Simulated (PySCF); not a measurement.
# How the method moves the adiabatic energies of losing or gaining an electron of `C=[CH][AlH][Br]` (C2H4AlBr)

All levels share the PBE0-D3(BJ)/ma-def2-SVP structures and the PBE0-D3(BJ)/ma-def2-SVP thermal terms; only the single-point energies (PySCF) change. Values are adiabatic energies of losing or gaining an electron (0 K, eV).

At PBE0-D3(BJ)/def2-SV(P) (grid 2, damp 0.5):
```tsv
quantity	value
electron affinity to the radical anion	0.58
ionisation energy to the radical cation	9.40
```

**Question.** What does PBE0-D3(BJ)/ma-def2-TZVP give?

**Answer.** electron affinity to the radical anion: 0.78 (change 0.20); ionisation energy to the radical cation: 9.37 (change -0.04).

Known limits: def2-SV(P) is a small basis, whose errors can reach tens of kJ/mol; spin-orbit coupling is left out of the energies, which matters for open shells on the heavier atoms; atoms from Ga to Kr are treated without relativity; def2-SV(P) has no diffuse functions and serves anions poorly.

Differences come from unrounded values, so a last digit can differ from that of the printed terms.
